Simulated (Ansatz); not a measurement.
Basis sets compared for GeH2MeCl (CH5ClGe). Total charge 0; singlet. Geometry B3LYP-D4/def2-TZVP. Ansatz on 4 threads of Intel Xeon on a shared host; times are rough, and most runs start from earlier orbitals.

```xyz
8

Ge    0.7963   -0.3000    0.2580
H     1.8665   -0.3731   -0.8436
H     0.7828   -1.5900    1.0945
C    -0.9678    0.1745   -0.4320
H    -1.3012   -0.5799   -1.1459
H    -0.9192    1.1414   -0.9305
H    -1.6822    0.2311    0.3880
Cl    1.4247    1.2960    1.6114
```

The 6-31G sets use Cartesian d functions. B3LYP takes the VWN-RPA correlation.

Binding counts from free atoms (Ge triplet, H doublet, C triplet, Cl doublet) in the same basis, without a counterpoise term.

```
              level  functions  energy (Eh)  HOMO (eV)  LUMO (eV)  binding per atom (eV)  wall time
          HF/STO-3G         37   -2546.7301      -9.70       8.59                   3.47        1 s
           HF/6-31G         61   -2575.2894     -11.65       2.81                   2.34      1.6 s
       HF/def2-TZVP        146   -2575.7238     -11.64       3.35                   2.50      3.3 s
    PBE-D4/def2-SVP         89   -2577.3558      -6.89      -0.61                   3.31      2.3 s
   PBE-D4/def2-TZVP        146   -2577.8269      -7.12      -0.90                   3.31      3.6 s
r2SCAN-D4/def2-TZVP        146   -2578.3262      -7.47      -0.58                   3.31      5.5 s
     B3LYP-D4/6-31G         61   -2578.0340      -8.12      -0.40                   3.20        3 s
 B3LYP-D4/def2-TZVP        146   -2578.4674      -8.22      -0.24                   3.28      3.8 s
   PBE0-D4/def2-SVP         89   -2577.4642      -8.31       0.30                   3.29      3.9 s
  PBE0-D4/def2-TZVP        146   -2577.9304      -8.48       0.04                   3.29      4.3 s
```

**Question.** Estimate the rows for PBE-D4/def2-TZVPD, r2SCAN-D4/def2-TZVPD, PBE0-D4/def2-TZVPD.

**Answer.** 
```tsv
level	functions	energy (Eh)	HOMO (eV)	LUMO (eV)	binding per atom (eV)	wall time
PBE-D4/def2-TZVPD	182	-2577.8285	-7.18	-1.12	3.31	4.9 s
r2SCAN-D4/def2-TZVPD	182	-2578.3275	-7.49	-0.72	3.31	7 s
PBE0-D4/def2-TZVPD	182	-2577.9318	-8.51	-0.26	3.29	6.5 s
```
